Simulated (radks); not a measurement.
The numbers below are computed, except where a source is named.
Valence configurations of neutral tin (all share [Kr]). Code: a radial shooting solver on a logarithmic mesh with Libxc functionals. Model: Dirac Kohn-Sham, PBEsol, spin-unpolarised, spherical densities, finite nucleus; open shells are shared between the two j in proportion to 2j + 1; Fermi nuclear charge, rms radius 4.6519 fm. Energies are relative to 4d10 5s2 5p2; eigenvalues in eV.

4d10 5s2 5p2: E (eV) 0.000; e(4d3/2) -26.399; e(4d5/2) -25.356; e(5p1/2) -4.022; e(5p3/2) -3.569; e(5s1/2) -10.587
4d10 5s1.5 5p2.5: E (eV) 3.464; e(4d3/2) -27.152; e(4d5/2) -26.106; e(5p1/2) -4.357; e(5p3/2) -3.884; e(5s1/2) -11.032
4d10 5s1 5p3: E (eV) 6.989; e(4d3/2) -27.877; e(4d5/2) -26.829; e(5p1/2) -4.674; e(5p3/2) -4.182; e(5s1/2) -11.453
4d9.5 5s2 5p2.5: E (eV) 11.605; e(4d3/2) -29.289; e(4d5/2) -28.217; e(5p1/2) -4.621; e(5p3/2) -4.107; e(5s1/2) -11.570
4d10 5p4: E (eV) 14.206; e(4d3/2) -29.256; e(4d5/2) -28.203; e(5p1/2) -5.263; e(5p3/2) -4.736
4d9 5s2 5p3: E (eV) 24.369; e(4d3/2) -32.168; e(4d5/2) -31.068; e(5p1/2) -5.204; e(5p3/2) -4.627; e(5s1/2) -12.516
4d9 5s1 5p4: E (eV) 32.169; e(4d3/2) -33.509; e(4d5/2) -32.404; e(5p1/2) -5.788; e(5p3/2) -5.176; e(5s1/2) -13.281
4d9 5p5: E (eV) 40.165; e(4d3/2) -34.780; e(4d5/2) -33.671; e(5p1/2) -6.329; e(5p3/2) -5.684
4d8 5s2 5p4: E (eV) 53.385; e(4d3/2) -37.910; e(4d5/2) -36.753; e(5p1/2) -6.331; e(5p3/2) -5.633; e(5s1/2) -14.325
4d8 5s1 5p5: E (eV) 61.934; e(4d3/2) -39.152; e(4d5/2) -37.991; e(5p1/2) -6.870; e(5p3/2) -6.139; e(5s1/2) -15.020

NIST lists [Kr] 4d10 5s2 5p2 as the ground configuration; this level of theory agrees among the configurations tried. The energies are those of spherical spin-averaged densities, not of single terms.
